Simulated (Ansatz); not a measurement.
Energy needed to pull apart CdF2 (SMILES [F][Cd][F]), closed shell, into free ground-state atoms, from the structure below (displaced at random from a GFN2-xTB minimum); no zero-point or spin–orbit terms; open-shell atoms are treated unrestricted, in their ground-state multiplicity.

| atom | x (Å) | y (Å) | z (Å) |
| --- | --- | --- | --- |
| F1 | 1.3223 | 0.3976 | 0.7016 |
| Cd2 | -0.3778 | 0.6205 | -0.0858 |
| F3 | -1.0051 | -1.0268 | -0.6123 |

Program: Ansatz 0.2.0. Basis: def2-TZVPP. Cores are frozen in the correlated methods. Filled d shells of the heavier atoms are correlated. Core potentials replace the inner electrons of the atoms past krypton.

```csv
method,atomization energy (kcal/mol)
PBE-D4,133.3
BLYP-D4,125.2
r2SCAN-D4,129.9
PBE0-D4,?
CAM-B3LYP-D4,128.3
wB97M-V,129.4
HF,?
MP2,129.7
CCSD,114.6
CCSD(T),118.9
```

(1) What does PBE0-D4 give? (Judge from chemistry; the value comes from the calculation.)

(2) What does HF give? (To be estimated.)

The T1 diagnostic stays at or below 0.020.

Results:

(1) By the calculation: 122.7 kcal/mol, which is about 3.9 kcal/mol more than CCSD(T)/def2-TZVPP.

(2) The calculation gives: 64.5 kcal/mol, which is about 54.3 kcal/mol less than CCSD(T)/def2-TZVPP.

In triple zeta the MP2 and coupled-cluster atomization energies are still short of their basis limit by a few kcal/mol a bond, whereas those of the functionals are nearly converged, so these differences are not deviations from converged CCSD(T).

For scale, one of the runs: CCSD(T)/def2-TZVPP forces, 118 basis functions (an equivalent command: `ansatz run in.yaml --threads 4`). The run took 67 s on 4 CPU threads (shared host), with 1.1 GiB of host memory at its peak.
